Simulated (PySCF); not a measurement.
Order these species by their calculated properties.

Species are written as SMILES; each is one conformer at its optimised geometry, gas phase, non-relativistic unless stated; the electronic structure was computed with PySCF and density fitting.

Dipoles, sizes and rotational constants follow the conformer. The torsions of the flexible species, by atom-mapped SMILES:
- `[CH:1]#[C:2][C@@H:3]([F:4])[C@H:5]([CH3:6])[CH2:7][F:8]`: C2–C3–C5–C6 -65°, C3–C5–C7–F8 -67°
- `[CH3:1][O:2][c:3]1[s:4][cH:5][p:6][c:7]1[SiH3:8]`: C1–O2–C3–S4 0°
- `[CH2:1]=[CH:2][CH2:3][C@H:4]([CH3:5])[C:6]#[N:7]`: C1–C2–C3–C4 120°, C2–C3–C4–C5 -65°
- `[CH3:1][C@H:2]([F:3])[C:4]1=[CH:5][O:6][C:7]([F:8])=[CH:9][O:10]1`: C1–C2–C4–C5 111°
- `[F:1][C:2]([F:3])([F:4])[CH2:5][CH2:6][SiH2:7][SiH3:8]`: F1–C2–C5–C6 180°, C2–C5–C6–Si7 178°, C5–C6–Si7–Si8 -61°
- `[CH2:1]=[CH:2][c:3]1[s:4][cH:5][c:6]([CH3:7])[c:8]1[Cl:9]`: C1–C2–C3–S4 0°
- `[CH3:1][S:2][c:3]1[cH:4][cH:5][cH:6][c:7]([Cl:8])[cH:9]1`: C1–S2–C3–C4 180°
- `[F:1][C:2]([F:3])([F:4])[c:5]1[cH:6][cH:7][p:8][cH:9][n:10]1`: F1–C2–C5–C6 59°
- `[CH:1]#[C:2][PH:3][c:4]1[cH:5][cH:6][cH:7][s:8]1`: C2–P3–C4–C5 -38°
- `[CH3:1][C:2](=[S:3])[c-:4]1[cH:5][cH:6][cH:7][cH:8]1`: C1–C2–C4–C5 180°
- `[CH2:1]=[CH:2][C:3]1=[CH:4][CH2:5][O:6][C@@H:7]1[F:8]`: C1–C2–C3–C4 174°

The conformers of `C#C[C@@H]1CC[C@@H](Cl)C1=S` aren't listed.

Task: Rank by electronic spatial extent ⟨r²⟩ about the centre of nuclear charge, highest first (PBE0/def2-SVPD at GFN2-xTB geometries).
A. `FC(F)(F)CC[SiH2][SiH3]`
B. `C[C@H](F)C1=COC(F)=CO1`
C. `CSc1cccc(Cl)c1`
D. `C#C[C@@H](F)[C@H](C)CF`
E. `C=CC[C@H](C)C#N`
F. `COc1scpc1[SiH3]`
G. `c1sc(c(Cl)c1C)C=C`

Result: A (2084 bohr²), C (1909 bohr²), G (1652 bohr²), F (1609 bohr²), B (1587 bohr²), D (1062 bohr²), E (953 bohr²).

Task: Rank by lowest triplet excitation (Tamm–Dancoff), lowest first (TDA PBE0/def2-SVPD at GFN2-xTB geometries).
A. `C=Cc1scc(C)c1Cl`
B. `CSC1=CC=CC(Cl)=C1`
C. `S=C1[C@H](C#C)CC[C@H]1Cl`
D. `C=CC[C@H](C)C#N`
E. `FC(F)(F)CC[SiH2][SiH3]`
F. `C[C@H](F)C1=COC(F)=CO1`

Result: C (1.73 eV), A (2.71 eV), F (3.24 eV), B (3.68 eV), D (4.45 eV), E (6.11 eV).

Task: Rank by lowest singlet excitation, highest first (TDDFT PBE0/def2-SVPD at GFN2-xTB geometries).
A. `C#CPC1=CC=CS1`
B. `C#C[C@@H]1CC[C@@H](Cl)C1=S`
C. `C[C@H](F)C1=COC(F)=CO1`
D. `C=Cc1scc(C)c1Cl`
E. `COc1scpc1[SiH3]`
F. `FC(F)(F)C1=NC=PC=C1`
G. `C#C[C@@H](F)[C@H](C)CF`

Result: G (6.27 eV), A (4.88 eV), E (4.60 eV), D (4.42 eV), C (4.31 eV), F (3.65 eV), B (2.22 eV).

Task: Rank by dipole moment, highest first (PBE0/def2-SVPD at GFN2-xTB geometries).
A. `C#CPc1cccs1`
B. `c1(cc(ccc1)Cl)SC`
C. `c1(OC)c(pcs1)[SiH3]`
D. `C[C@H](F)C1=COC(F)=CO1`
E. `FC(F)(F)CC[SiH2][SiH3]`

Result: C (2.98 D), E (2.23 D), D (2.05 D), A (1.31 D), B (0.99 D).

Task: Rank by HOMO energy, lowest first (PBE0/def2-SVPD at GFN2-xTB geometries).
A. `C[C@H](F)C1=COC(F)=CO1`
B. `FC(CC[SiH2][SiH3])(F)F`
C. `[SiH3]c1pcsc1OC`
D. `S=C1[C@@H](CC[C@H]1Cl)C#C`

Result: B (-8.65 eV), D (-6.73 eV), C (-6.53 eV), A (-6.03 eV).

Task: By how much do the two ends of that ranking differ?

Result: By 2.62 eV, between `C[C@H](F)C1=COC(F)=CO1` and `FC(F)(F)CC[SiH2][SiH3]`.

Task: Rank by smallest rotational constant, lowest first (GFN2-xTB).
A. `C=CC[C@H](C)C#N`
B. `CC(=S)[c-]1cccc1`
C. `COc1scpc1[SiH3]`
D. `C=CC1=CCO[C@@H]1F`

Result: C (0.686 GHz), B (0.929 GHz), A (1.251 GHz), D (1.333 GHz).
